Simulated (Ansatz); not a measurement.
C$_{2}$H$_{7}$FSi$_{2}$, SMILES `F[SiH2]/C=C/[SiH3]`. The species carries charge 0 and has multiplicity 1.

Cartesian coordinates in Å:
```
F -0.443 1.752 2.228
Si -1.497 0.745 1.564
C -0.657 -0.126 0.163
C 0.617 0.099 -0.176
Si 1.482 -0.768 -1.583
H -1.942 -0.209 2.611
H -2.658 1.542 1.093
H -1.232 -0.856 -0.410
H 1.181 0.831 0.404
H 1.959 0.219 -2.588
H 0.526 -1.710 -2.223
H 2.665 -1.519 -1.083
```

(1) Give the diagnostics of a CCSD(T)/def2-TZVPP run (frozen core, Ansatz 0.2.0). (Estimate.)

## Answers

(1) Ansatz gave: T1 = 0.0119, largest single amplitude 0.016, largest double 0.090, (T) share of the correlation energy 3.6 %, 9 CCSD cycles. The RHF solution is stable towards an unrestricted one. T1 lies under the customary mark of 0.02 for closed shells.
